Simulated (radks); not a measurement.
A nucleus of charge 57.5 with 56 electrons, configuration [Xe] 5d2.

All-electron calculation, Dirac Kohn-Sham, PBE, spin-unpolarised, spherical densities, point nucleus; open shells fill j = l - 1/2 first. Program: a radial shooting solver on a logarithmic mesh with Libxc functionals.

Energy parts (eV):
part                      energy
total                 -236186.70
kinetic                253098.30
electron-nucleus      -574328.06
Hartree                 90665.33
exchange-correlation    -5622.27

Orbitals (lengths in bohr, moments of r in powers of bohr; r(90%) holds 90 % of the orbital's charge):
orbital  occ.  eigenvalue (eV)   <1/r>  r(90%)  small-component weight
1s1/2       2        -39485.30   62.69  0.0447                4.53e-02
2s1/2       2        -6311.437   14.76   0.164                9.81e-03
2p1/2       2        -5955.928   14.74   0.146                9.85e-03
2p3/2       4        -5526.345   13.38   0.154                9.26e-03
3s1/2       2        -1364.606   5.321   0.414                3.00e-03
3p1/2       2        -1214.472   5.233   0.408                2.94e-03
3p3/2       4        -1130.409   4.894   0.425                2.78e-03
3d3/2       4        -867.7981   4.757   0.399                2.65e-03
3d5/2       6        -849.7860   4.671   0.404                2.61e-03
4s1/2       2        -285.4716   2.206   0.926                9.23e-04
4p1/2       2        -229.9127   2.102   0.965                8.58e-04
4p3/2       4        -211.8553   1.992    1.00                8.07e-04
4d3/2       4        -120.6578   1.776    1.12                6.66e-04
4d5/2       6        -117.4924   1.749    1.14                6.52e-04
5s1/2       2         -49.3852  0.8734    2.19                2.09e-04
5p1/2       2         -34.0701  0.7737    2.48                1.68e-04
5p3/2       4         -31.3526  0.7346    2.59                1.55e-04
5d3/2       2         -11.5610  0.5003    3.97                7.44e-05
5d5/2       0         -11.3146  0.4918    4.03                7.21e-05

The highest occupied level is 5d3/2 at -11.561 eV. The density falls to 0.001 e/bohr^3 at r = 4.18 bohr.
